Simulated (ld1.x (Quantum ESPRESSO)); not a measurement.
Before and after: RRKJ potential for germanium (Ge)

ld1.x (Quantum ESPRESSO) 7.5 input, shortened:

```
&input
   title='Ge', zed=32., rel=1, dft='PZ', iswitch=3,
   config='[Ar] 3d10 4s2 4p0.5'
 /
 &inputp
   pseudotype=2, tm=.false., lloc=0,
   nlcc=.false.
 /
2
4P  2  1   0.50   0.00  1.55  1.55  0.0
4S  1  0   2.00   0.00  1.40  1.40  0.0
 &test
   configts(1)='4s2 4p0.5'
 /
```

Change: wave 4p (bound): rc 1.55 bohr becomes 4p (bound): rc 1.62 bohr.

Cutoffs: the cutoffs (Ry, on a coarse ladder) from which the occupation-weighted sum of valence levels, in a spherical-Bessel basis at the reference potential, stays within 10 and 1 mRy of its value at 400 Ry; they do not see the model core or the augmentation charge, which bear on the density cutoff. Errors are all-electron minus pseudo energies relative to the spin-unpolarised reference configuration.

Q: How do hardness, ghosts and transferability respond?

A: The potential gets neither clearly harder nor softer (40 Ry and 80 Ry → 35 Ry and 80 Ry); the bound ghost in p disappears; the errors of the 9 common tests hardly move.

```tsv
quantity	base	changed
cutoff, loose	40 Ry	35 Ry
cutoff, tight	80 Ry	80 Ry
bound ghosts	p	none
error for 4s2 4p2, meV [ΔE -14.41 eV]	+21	+22
error for 4s2 4p1, meV [ΔE -6.78 eV]	+5.0	+5.1
error for 4s2 4p0, meV [ΔE 8.94 eV]	+6.1	+6.4
error for 4s1 4p2, meV [ΔE 2.00 eV]	+14	+14
error for 4s2 4p2.3, meV [ΔE -15.34 eV]	+25	+26
error for 4s1 4p3, meV [ΔE -6.37 eV]	+25	+26
error for 4s2 4p1.5, meV [ΔE -11.52 eV]	+13	+14
error for 4s2 4p0.5 (spin-polarised), meV [ΔE -0.05 eV]	+10	+10
error for 4s2 4p2 (spin-polarised), meV [ΔE -14.98 eV]	+93	+95
```

 A true bound ghost makes a file unfit for plane-wave use even where its test errors are small: the radial tests pick states by their node count and pass the ghost by.
